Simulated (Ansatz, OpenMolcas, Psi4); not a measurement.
How methods differ on C2H5BClF (SMILES BC(F)CCl)

C2H5BClF has 10 atoms, charge 0, and is taken as a singlet. SMILES: `BC(F)CCl`. The coordinates come from a PBE0-D4/def2-TZVP relaxation. This is one conformer, not always the lowest.

| atom | x (Å) | y (Å) | z (Å) |
| --- | --- | --- | --- |
| B | -1.3092 | -0.7117 | -0.2812 |
| C | 0.1789 | -0.4968 | 0.1265 |
| F | 0.5203 | -1.0803 | 1.3360 |
| C | 0.6553 | 0.9349 | 0.1000 |
| Cl | 2.4287 | 1.0678 | 0.2063 |
| H | -2.0103 | -1.4508 | 0.3369 |
| H | -1.7074 | -0.1723 | -1.2706 |
| H | 0.7285 | -1.0462 | -0.6651 |
| H | 0.2485 | 1.4918 | 0.9437 |
| H | 0.3498 | 1.4128 | -0.8297 |

Each level gives the energy change with the C2–H8 bond stretched from 1.109 to 1.276 Å (eV). The values are calculated.

```csv
level,kind,program,value (eV),less CCSD(T)/def2-SVP,CPU time (all runs)
HF/def2-SVP (unrestricted),Hartree–Fock,OpenMolcas,0.38,+0.10,29 s
SVWN5/def2-SVP (restricted),LDA,Ansatz,0.21,-0.07,9.1 s
PBE/def2-SVP (restricted),GGA,Ansatz,0.22,-0.06,12 s
BHLYP/def2-SVP (restricted),global hybrid,Ansatz,0.34,+0.06,19 s
HSE06/def2-SVP (restricted),range-separated hybrid,Ansatz,0.28,0.00,18 s
wB97M-V/def2-SVP (restricted),range-separated hybrid,Ansatz,0.28,0.00,2.7 min
DSD-PBEP86/def2-SVP (density fitting for correlation) (restricted),double hybrid,Psi4,0.29,+0.01,29 s
MP2/def2-SVP (restricted),perturbation theory,Ansatz,0.30,+0.02,6.9 s
CCSD(T)/def2-SVP (restricted),coupled cluster or CI,Ansatz,0.28,0.00,65 s
```

CCSD(T)/def2-SVP (restricted) is the highest level here, not the true value. The first shape isn't each level's own minimum. The values span 0.21 to 0.38 eV. Times are those of the runs behind each value, whatever else they computed, on shared processors of several kinds: orders of magnitude only.
